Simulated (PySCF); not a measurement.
**Löwdin shares of the frontier orbitals**

C₆H₈OSSi.
Geometry (PBE0-D3(BJ)/def2-SVP, Å), atoms numbered from 1 in this order:
```
atom  x, y, z in Å
Si1    2.0766   -1.1337    0.2530
O2     0.8102   -0.1702    0.7982
C3    -0.4819   -0.1609    0.3895
C4    -0.9695   -1.0398   -0.5787
C5    -2.3061   -0.9969   -0.9707
C6    -3.1652   -0.0675   -0.3907
C7    -2.6861    0.8136    0.5755
C8    -1.3481    0.7818    0.9779
S9    -0.7857    1.9175    2.2006
H10    1.7826   -2.5753    0.5018
H11    2.3031   -0.9181   -1.2060
H12    3.2513   -0.6882    1.0452
H13   -0.2933   -1.7698   -1.0327
H14   -2.6694   -1.6927   -1.7298
H15   -4.2146   -0.0237   -0.6891
H16   -3.3585    1.5448    1.0310
H17    0.4883    1.4748    2.1962
```

Computed, not measured: PySCF, TDDFT CAM-B3LYP/def2-SVPD, vertical, gas phase, core orbitals frozen in the response.

Kohn–Sham orbitals with the atoms that hold most of them (Löwdin shares over 4%, at most four atoms; ? is withheld):

| orbital | ε (eV) | atoms |
| --- | --- | --- |
| LUMO+2 | 0.90 | C6 20%, C3 19%, C5 12%, C7 10% |
| LUMO+1 | 0.77 | Si1 31%, S9 14%, H12 10%, O2 10% |
| LUMO | 0.55 | ? |
| HOMO | ? | ? |
| HOMO-1 | -8.33 | C4 20%, C7 20%, C6 17%, O2 11% |
| HOMO-2 | -9.98 | S9 34%, C8 18%, C5 15%, C4 11% |
| HOMO-3 | -10.77 | O2 25%, Si1 13%, C3 8%, C4 8% |

(1) Give the leading atoms of the HOMO.

(2) Which atoms hold the LUMO, and with what shares?

(3) What is the HOMO energy, and the HOMO–LUMO gap?

Results:

(1) S9 (bonded to C and H) 36%; C8 (bonded to 2 C and S) 16%; C5 (bonded to 2 C and H) 12%; C3 (bonded to 2 C and O) 10%. By element: carbon 37% or more, sulfur 36%.

(2) C7 (bonded to 2 C and H) 18%; C4 (bonded to 2 C and H) 17%; C8 (bonded to 2 C and S) 17%; C5 (bonded to 2 C and H) 16%.

(3) ε(HOMO) = -7.36 eV; the gap is 7.92 eV (0.2910 hartree).

The HOMO–LUMO gap is 7.92 eV. Where does the response calculation put the lowest singlet, and from which orbitals?

S1 is at 4.90 eV (f = 0.056), 3.02 eV below the gap, made of HOMO→LUMO (63%), HOMO→LUMO+2 (16%), HOMO-1→LUMO (9%). 

Next come S2 at 5.40 eV (f 0.0027), HOMO→LUMO+4 (28%), HOMO→LUMO+1 (21%), HOMO→LUMO+7 (17%); S3 at 5.42 eV (f 0.153), HOMO→LUMO+2 (54%), HOMO→LUMO (25%), HOMO-1→LUMO (17%); S4 at 5.61 eV (f 0.011), HOMO→LUMO+1 (58%), HOMO→LUMO+4 (26%); S5 at 6.23 eV (f 0.313), HOMO-1→LUMO (58%), HOMO→LUMO+2 (26%).

Löwdin shares depend on the basis, the more so with diffuse functions.

Cost: about 3 min of CPU time on one thread; the machine was shared, so the figure is rough.

One conformer stands for the species.
